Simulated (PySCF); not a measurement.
## Field gradients at the hydrogen positions

Species: C₃H₁₂OSi₄.
Geometry (GFN2-xTB, Å), atoms numbered from 1 in this order:
```
atom  x, y, z in Å
C1     2.6746   -0.0781   -0.5034
C2     1.5853   -0.0475    0.2603
Si3    0.5978   -1.6359    0.5650
C4    -0.8409   -1.7833   -0.6722
Si5   -2.3081   -0.6045   -0.4355
O6    -1.8162    0.9349   -0.5104
Si7   -0.9773    2.2629   -0.0784
Si8    0.9560    1.5899    0.9813
H9     3.2569    0.8065   -0.7192
H10    3.0490   -0.9908   -0.9454
H11    0.0934   -1.6434    1.9461
H12    1.4958   -2.7898    0.3823
H13   -1.2252   -2.8018   -0.6234
H14   -0.4444   -1.6589   -1.6810
H15   -3.2812   -0.7131   -1.5233
H16   -2.9259   -0.8074    0.8773
H17   -0.8173    2.9703   -1.3550
H18   -1.9066    3.0418    0.7507
H19    2.0302    2.5918    0.8489
H20    0.7991    1.3673    2.4322
```

Level: PBE0/pcSseg-1 (PySCF, non-relativistic); Q(2H) = 0.00286 b; rigid geometry, the same for H and D, with no vibrational averaging.

Task: Rank these positions by the coupling χzz of a deuteron there, largest first.
A. H9 (vinylic hydrogen)
B. H14 (methylene hydrogen)
C. H16 (Si–H hydrogen)

Result: A (219 kHz), B (214 kHz), C (107 kHz).

Task: What are Vzz, η and χzz (234.96 MHz × Q × Vzz) at all hydrogens?

Result: 
```json
{"atom": "H9", "bonded to": "C1", "bond length (Å)": "1.081", "Vzz (au)": "0.3260", "η": "0.04", "χzz (kHz)": "219"}
{"atom": "H10", "bonded to": "C1", "bond length (Å)": "1.081", "Vzz (au)": "0.3261", "η": "0.04", "χzz (kHz)": "219"}
{"atom": "H11", "bonded to": "Si3", "bond length (Å)": "1.470", "Vzz (au)": "0.1577", "η": "0.01", "χzz (kHz)": "106"}
{"atom": "H12", "bonded to": "Si3", "bond length (Å)": "1.474", "Vzz (au)": "0.1557", "η": "0.02", "χzz (kHz)": "105"}
{"atom": "H13", "bonded to": "C4", "bond length (Å)": "1.090", "Vzz (au)": "0.3223", "η": "0.00", "χzz (kHz)": "217"}
{"atom": "H14", "bonded to": "C4", "bond length (Å)": "1.091", "Vzz (au)": "0.3187", "η": "0.01", "χzz (kHz)": "214"}
{"atom": "H15", "bonded to": "Si5", "bond length (Å)": "1.464", "Vzz (au)": "0.1598", "η": "0.01", "χzz (kHz)": "107"}
{"atom": "H16", "bonded to": "Si5", "bond length (Å)": "1.465", "Vzz (au)": "0.1586", "η": "0.02", "χzz (kHz)": "107"}
{"atom": "H17", "bonded to": "Si7", "bond length (Å)": "1.468", "Vzz (au)": "0.1577", "η": "0.02", "χzz (kHz)": "106"}
{"atom": "H18", "bonded to": "Si7", "bond length (Å)": "1.469", "Vzz (au)": "0.1571", "η": "0.03", "χzz (kHz)": "106"}
{"atom": "H19", "bonded to": "Si8", "bond length (Å)": "1.475", "Vzz (au)": "0.1564", "η": "0.03", "χzz (kHz)": "105"}
{"atom": "H20", "bonded to": "Si8", "bond length (Å)": "1.476", "Vzz (au)": "0.1558", "η": "0.03", "χzz (kHz)": "105"}
```

Task: Average by the element that carries the hydrogen.

Result: on C: 217 kHz over 4 positions, mean bond length 1.086 Å; on Si: 106 kHz over 8 positions, mean bond length 1.470 Å.

Task: How does χzz go with the bond length over the 8 Si–H bonds?

Result: A straight-line fit has a slope of -1.9 kHz for each 0.01 Å, with a correlation coefficient of -0.94, over lengths from 1.464 to 1.476 Å. The longer bonds have the smaller couplings here.

Task: A static deuteron (I = 1) shows a doublet split by (3/2)χ, (3/4)χ(1 + η) and (3/4)χ(1 − η) with the field along z, y and x of the gradient. What are these for H19?

Result: With |χ| = 105.1 kHz and η = 0.032: 158, 81 and 76 kHz, to first order and without motion.

The structure is a single GFN2-xTB conformer in the gas phase; no vibrational or solvent corrections. GFN2-xTB bond lengths can be off by several hundredths of an ångström, more for odd bonds, and the gradients follow them. A larger basis could move these couplings by a tenth or more.

These values come from a run that also computed NMR shieldings. Time: 90 s; peak memory 1.0 GiB. Hardware: Arm Neoverse N1, one thread, no GPU, shared host with 64 logical CPUs at a one-minute load of 61.
